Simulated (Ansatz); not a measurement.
Basis-set extrapolation for `C[SiH2][SiH2][SiH3]` (PBE0-D4/def2-TZVP geometry, frozen core, Ansatz 0.2.0). Multiplicity 1, RHF reference.

```csv
,def2-TZVPP,def2-QZVPP
HF,-910.535307,-910.564061
MP2 correlation,-0.564919,-0.603815
CCSD(T) correlation,-0.666701,not run
```

Energies in hartree. Use E(X) = E(∞) + A·exp(−7.88·√X) for Hartree–Fock and E(X) = E(∞) + B·X^(−2.97) for correlation, with X = 3 and 4, and add CCSD(T) minus MP2 of the smaller set to the MP2 limit.

Problem. What is the CCSD(T) energy at the basis-set limit?

Solution. HF limit: -910.564061 + (-0.028754) × 0.13774 = -910.56802. MP2 limit: -0.603815 + (-0.038896) × 0.74074 = -0.63263. Higher-order term: -0.666701 − (-0.564919) = -0.10178. Total: -911.30243 hartree, 63.0 kcal/mol below CCSD(T)/def2-TZVPP.
